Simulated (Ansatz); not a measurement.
A short molecular-dynamics run on the cluster In2Sn (the lowest singlet isomer of a short search).

```yaml
crystal:
  periodic: [false, false, false]
  atoms:
    - {symbol: In, position_ang: [-1.104379, 0.918772, 1.935639]}
    - {symbol: In, position_ang: [1.545156, 0.267817, -1.830629]}
    - {symbol: Sn, position_ang: [-0.440777, -1.186589, -0.105011]}
basis:
  gaussian: {orbitals: def2-SVP}
hamiltonian: {xc: {name: BLYP}, dispersion: d4}
md: {timestep: 1 fs, n_steps: 15, ensemble: nvt_langevin, temperature: 500, initial_velocities: maxwell_boltzmann, friction: 0.01, seed: 224}
scf: {omitted_lower_state_checks: [starts]}
```

```sh
$ ansatz run in.yaml --threads 4 --pin off --events-out ev --progress --plain --max-ram 3916MiB
```

```json
{"step": "0", "time (fs)": "0.0", "potential energy (eV)": "-16176.3868", "kinetic (eV)": "0.1293", "T (K)": "333"}
{"step": "1", "time (fs)": "1.0", "potential energy (eV)": "-16176.3866", "kinetic (eV)": "0.0979", "T (K)": "252"}
{"step": "2", "time (fs)": "2.0", "potential energy (eV)": "-16176.3864", "kinetic (eV)": "0.1029", "T (K)": "265"}
{"step": "3", "time (fs)": "3.0", "potential energy (eV)": "-16176.3860", "kinetic (eV)": "0.0976", "T (K)": "252"}
{"step": "4", "time (fs)": "4.0", "potential energy (eV)": "-16176.3857", "kinetic (eV)": "0.0824", "T (K)": "213"}
{"step": "5", "time (fs)": "5.0", "potential energy (eV)": "-16176.3854", "kinetic (eV)": "0.0871", "T (K)": "225"}
{"step": "6", "time (fs)": "6.0", "potential energy (eV)": "-16176.3850", "kinetic (eV)": "0.0970", "T (K)": "250"}
{"step": "7", "time (fs)": "7.0", "potential energy (eV)": "-16176.3846", "kinetic (eV)": "0.1024", "T (K)": "264"}
{"step": "8", "time (fs)": "8.0", "potential energy (eV)": "-16176.3841", "kinetic (eV)": "0.0908", "T (K)": "234"}
{"step": "9", "time (fs)": "9.0", "potential energy (eV)": "-16176.3837", "kinetic (eV)": "0.0914", "T (K)": "236"}
{"step": "10", "time (fs)": "10.0", "potential energy (eV)": "-16176.3833", "kinetic (eV)": "0.0882", "T (K)": "227"}
{"step": "11", "time (fs)": "11.0", "potential energy (eV)": "-16176.3829", "kinetic (eV)": "0.0958", "T (K)": "247"}
{"step": "12", "time (fs)": "12.0", "potential energy (eV)": "-16176.3823", "kinetic (eV)": "0.1059", "T (K)": "273"}
{"step": "13", "time (fs)": "13.0", "potential energy (eV)": "-16176.3819", "kinetic (eV)": "0.0866", "T (K)": "223"}
{"step": "14", "time (fs)": "14.0", "potential energy (eV)": "-16176.3815", "kinetic (eV)": "0.0744", "T (K)": "192"}
{"step": "15", "time (fs)": "15.0", "potential energy (eV)": "-16176.3809", "kinetic (eV)": "0.0814", "T (K)": "210"}
```

Velocities are drawn at the set temperature; a run this short doesn't reach equilibrium. Under Langevin dynamics the printed temperature counts 3N degrees of freedom, so it starts below the set value.

In the def2 sets In, Sn take a core potential; there is no spin–orbit coupling. The restricted singlet is unstable towards broken spin symmetry at other levels; at RKS BLYP-D4/def2-SVP this wasn't settled.

Frames (Å, forces in eV/Å):

```xyz
3
time=0.0 fs
In   -1.104    0.919    1.936   -0.073    0.176    0.193
In    1.545    0.268   -1.831    0.181    0.114   -0.167
Sn   -0.441   -1.187   -0.105   -0.108   -0.290   -0.026
3
time=1.0 fs
In   -1.106    0.917    1.935   -0.076    0.187    0.203
In    1.547    0.268   -1.832    0.173    0.108   -0.160
Sn   -0.441   -1.185   -0.103   -0.097   -0.295   -0.042
3
time=2.0 fs
In   -1.108    0.915    1.934   -0.079    0.196    0.212
In    1.549    0.269   -1.833    0.165    0.103   -0.153
Sn   -0.442   -1.184   -0.101   -0.086   -0.299   -0.058
3
time=3.0 fs
In   -1.109    0.914    1.933   -0.082    0.206    0.221
In    1.551    0.269   -1.834    0.157    0.097   -0.147
Sn   -0.443   -1.182   -0.099   -0.075   -0.303   -0.074
3
time=4.0 fs
In   -1.111    0.912    1.933   -0.085    0.215    0.229
In    1.553    0.269   -1.835    0.150    0.092   -0.140
Sn   -0.443   -1.181   -0.098   -0.065   -0.307   -0.089
3
time=5.0 fs
In   -1.112    0.911    1.933   -0.087    0.223    0.237
In    1.555    0.270   -1.836    0.143    0.087   -0.134
Sn   -0.443   -1.180   -0.096   -0.056   -0.311   -0.103
3
time=6.0 fs
In   -1.114    0.909    1.933   -0.090    0.232    0.245
In    1.557    0.270   -1.837    0.136    0.082   -0.127
Sn   -0.444   -1.178   -0.094   -0.046   -0.314   -0.117
3
time=7.0 fs
In   -1.116    0.908    1.932   -0.093    0.241    0.253
In    1.559    0.271   -1.838    0.128    0.077   -0.120
Sn   -0.445   -1.177   -0.093   -0.036   -0.317   -0.133
3
time=8.0 fs
In   -1.118    0.906    1.932   -0.095    0.249    0.261
In    1.561    0.272   -1.839    0.120    0.072   -0.113
Sn   -0.446   -1.176   -0.091   -0.025   -0.320   -0.147
3
time=9.0 fs
In   -1.119    0.905    1.932   -0.097    0.256    0.268
In    1.563    0.273   -1.841    0.113    0.066   -0.107
Sn   -0.446   -1.174   -0.090   -0.015   -0.323   -0.161
3
time=10.0 fs
In   -1.121    0.904    1.932   -0.099    0.263    0.274
In    1.564    0.274   -1.843    0.106    0.062   -0.100
Sn   -0.447   -1.172   -0.090   -0.006   -0.325   -0.174
3
time=11.0 fs
In   -1.122    0.904    1.931   -0.101    0.270    0.280
In    1.566    0.276   -1.844    0.100    0.057   -0.095
Sn   -0.447   -1.170   -0.089    0.002   -0.327   -0.186
3
time=12.0 fs
In   -1.124    0.903    1.931   -0.104    0.277    0.287
In    1.568    0.277   -1.846    0.093    0.053   -0.089
Sn   -0.447   -1.168   -0.088    0.010   -0.330   -0.198
3
time=13.0 fs
In   -1.125    0.902    1.931   -0.105    0.283    0.292
In    1.570    0.278   -1.848    0.087    0.049   -0.084
Sn   -0.448   -1.166   -0.088    0.018   -0.332   -0.209
3
time=14.0 fs
In   -1.127    0.901    1.930   -0.107    0.288    0.297
In    1.572    0.280   -1.849    0.081    0.045   -0.078
Sn   -0.449   -1.164   -0.088    0.026   -0.333   -0.219
3
time=15.0 fs
In   -1.128    0.901    1.930   -0.109    0.295    0.304
In    1.573    0.281   -1.851    0.074    0.041   -0.072
Sn   -0.449   -1.163   -0.087    0.035   -0.335   -0.232
```

Run time 22 s (4 threads of Arm Neoverse V2 on a shared host).
